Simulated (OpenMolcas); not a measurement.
## O5+: RASPT2 settings compared

- Program: OpenMolcas
- Basis: ANO-R3 [4s4p2d1f]
- Scalar Hamiltonian: X2C, finite nucleus
- Active space: 1 electron in 9 orbitals (RAS2 2s 2p; RAS3 3d, at most 1 electron)
- State averaging: 2S+1 = 2 even, 1 root; 2S+1 = 2 odd, 3 roots
- Spin-orbit coupling: RASSI with atomic mean-field integrals over the reference wave functions, term energies averaged over their components

Methods on the same reference wave functions:
A. RASSCF
B. SS-RASPT2, IPEA 0.2 Eh, imaginary shift 0.1 Eh (closed shells correlated: 1s)
C. SS-RASPT2, IPEA 0.6 Eh, real shift 0.1 Eh (closed shells correlated: 1s)
D. SS-RASPT2, IPEA 0.15 Eh, imaginary shift 0.3 Eh (closed shells correlated: 1s)

Energies in cm-1 above 2s 2S 1/2, the measured ground level; measured values from Moore, Selected Tables of Atomic Spectra, NSRDS-NBS 3, section 8.

```
     Level      A      B      C      D  Measured
 2s 2S 1/2    0.0    0.0    0.0    0.0       0.0
2p 2P* 1/2  97007  96697  96700  96696     96375
2p 2P* 3/2  97512  97202  97205  97201     96908
```

Deviations, from unrounded energies. A percentage is the sum of absolute deviations over the sum of measured energies, with the sign that they share, or ± where signs differ.

| Against measurement | Levels | A | B | C | D |
| --- | --- | --- | --- | --- | --- |
| mean absolute deviation (cm-1) | 2 | 620 | 310 | 310 | 310 |
| other configurations (%) | 2 | +0.6 | +0.3 | +0.3 | +0.3 |

B, C, D lie about equally close to measurement and A furthest from it. The largest miss of D in the table is 2p 2P* 1/2, by +320 cm-1. The ranking rests on the paired levels alone, and a cruder setting can come out closer through cancelling errors.

Among B to D no level of the table moves by more than 5 cm-1.

The lowest spin-free term lies below A's lowest term by 0.008 hartree in B, 0.008 hartree in C, 0.008 hartree in D.

With one active electron outside closed inactive shells, the extra shells (3d) add no correlation to the reference. With one active electron the reference holds no correlation, so core polarisation is missing (holds for A). With one active electron, CASPT2 adds the correlation within the correlated inactive shells and between them and that electron, and leaves the splitting within a term as the reference gives it (holds for B; C; D). Computed and measured levels are paired by configuration, term and J; levels that our copy of the source lacks, or whose pairing is in doubt (as where it misses far off the trend of its configuration), stay unpaired and out of the deviations. Levels of configurations outside the active space are missing.

* marks odd parity.
